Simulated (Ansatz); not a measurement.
Stretching the Se1–F2 bond in FHOSe (SMILES O[Se]F) (multiplicity 1 held, fragments rigid). Energies count from the point at 1.771 Å.
Geometry at that point (charge 0, multiplicity 1):
```xyz
4

Se     0.0859     0.0079     0.3948
F     -0.0116     1.3366    -0.7719
O     -0.2068    -1.3541    -0.7078
H     -1.1618    -1.4657    -0.8125
```

Restricted levels (R-, RO-) in cc, def2 and unpolarised 6-31G sets keep to the state of the molecule at rest. U- levels take the lowest unrestricted solution at each point, which mixes spins at long bonds. Curves can end on different states.

Cores are frozen in the correlated methods. Filled d and f shells under p-block atoms count as core.

The values were computed with Ansatz (an electronic-structure program). 

Q: One of these levels gives 16.30 kcal/mol for the energy at R = 5.667 Å. Which?
A. R-MP2/cc-pVDZ
B. R-SCS-MP2/cc-pVDZ
C. U-CCSD/cc-pVDZ
D. R-HF/cc-pVDZ

A: B, R-SCS-MP2/cc-pVDZ. The others give 183.97 (R-HF/cc-pVDZ), 39.27 (R-MP2/cc-pVDZ), 65.80 (U-CCSD/cc-pVDZ)

Doubts at one or more of the structures used: a restricted determinant that unrestricted orbitals would lower (R-HF/cc-pVDZ, R-MP2/cc-pVDZ, R-SCS-MP2/cc-pVDZ); a spin-contaminated determinant (U-CCSD/cc-pVDZ).
